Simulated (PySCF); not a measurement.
**Electron correlation in Ag²⁺ (silver, charge +2)**

[Kr] 4d8 5s1, high-spin 4F determinant (an excited configuration). All numbers are calculated (PySCF 2.14, a scalar-relativistic core potential, in aug-cc-pwCVDZ-PP with ECP28MDF). Frozen: 4s2 4p6; 9 electrons correlated.

```json
{"level": "CCSD", "correlation energy (mhartree)": "-239.12"}
{"level": "(T)", "correlation energy (mhartree)": "-3.90"}
{"level": "CCSD(T)", "correlation energy (mhartree)": "-243.02"}
```

Diagnostics: T1 = 0.0056, D1 = 0.0224, largest double amplitude 0.015.

**Question.** Is a single reference adequate?

**Answer.** Yes, within this model without spin-orbit coupling: T1 lies below 0.03 and no double amplitude reaches 0.07.
